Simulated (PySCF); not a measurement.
# S³⁺ (sulfur, charge +3) across methods

[Ne] 3s2 3p1, 2P determinant. All numbers are calculated (PySCF 2.14, scalar relativity by spin-free X2C-1e, in x2c-QZVPPall with one added diffuse shell each of s, p, d, f type (10s7p5d3f1g, 86 functions)).

```csv
method,E (hartree),mean ε 3s α (eV),mean ε 3s β (eV),mean ε 3p α (eV),Σ⟨r²⟩ (bohr²),⟨S²⟩
UHF,-396.16933,-59.489,-55.983,-47.054,10.59,0.762
M06-2X,-396.7016,-56.125,-54.427,-43.973,10.49,0.753
r2SCAN,-396.6562,-53.128,-51.532,-41.593,10.51,0.758
wB97M-V,-396.6908,-57.010,-55.482,-44.647,10.53,0.752
PBE,-396.5289,-52.716,-51.331,-41.072,10.48,0.753
BP86,-396.7331,-52.814,-51.513,-41.128,10.46,0.753
B3LYP,-396.7187,-54.271,-52.652,-42.386,10.49,0.754
PBE0,-396.5568,-54.635,-52.812,-42.741,10.49,0.755
```

Estimate the same row for LDA.

E (hartree) = -395.2940; mean ε 3s α (eV) = -52.775; mean ε 3s β (eV) = -51.489; mean ε 3p α (eV) = -40.898; Σ⟨r²⟩ (bohr²) = 10.49; ⟨S²⟩ = 0.751.
